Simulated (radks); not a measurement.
Problem. The mean radii <r> (bohr) of the occupied orbitals of an atom or ion are listed with their occupations. All-electron calculation, non-relativistic Kohn-Sham, BLYP, spin-polarised, spherical densities, point nucleus. Program: a radial shooting solver on a logarithmic mesh with Libxc functionals.

| orbital | occ. | <r> |
|---|---|---|
| 1s up | 1 | 0.07359 |
| 1s down | 1 | 0.07359 |
| 2s up | 1 | 0.3463 |
| 2s down | 1 | 0.3462 |
| 2p up | 3 | 0.3087 |
| 2p down | 3 | 0.3085 |
| 3s up | 1 | 1.082 |
| 3s down | 1 | 1.081 |
| 3p up | 3 | 1.170 |
| 3p down | 3 | 1.170 |
| 3d up | 1 | 1.696 |
| 4s up | 1 | 3.319 |

Name the element and its charge. Open shells, if any, are filled with parallel spins first.

Solution. Z = 21, scandium, charge +1: Sc+ in [Ar] 3d1 4s1. The 1s radius gives Z: for a bare nucleus <r> = 1.5/Z, 0.07143 bohr for Z = 21, and screening makes it slightly larger (0.07359 here). The occupations add up to 20, and the charge is Z minus that.
